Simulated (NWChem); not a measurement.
Species: Ge anion, quartet

Computed with NWChem. Spin-unrestricted. Sets without diffuse functions describe the anion's extra electron poorly. No stability test was run on the SCF state.

Problem. Among these, which level gives the lowest value of “highest occupied level (eV)”?
A) UHF/cc-pVQZ
B) UHF/cc-pVTZ
C) UHF/aug-cc-pVTZ
D) UHF/cc-pVDZ

Solution. C, UHF/aug-cc-pVTZ. Values: UHF/aug-cc-pVTZ -1.63; UHF/cc-pVQZ -1.48; UHF/cc-pVTZ -1.30; UHF/cc-pVDZ -1.00
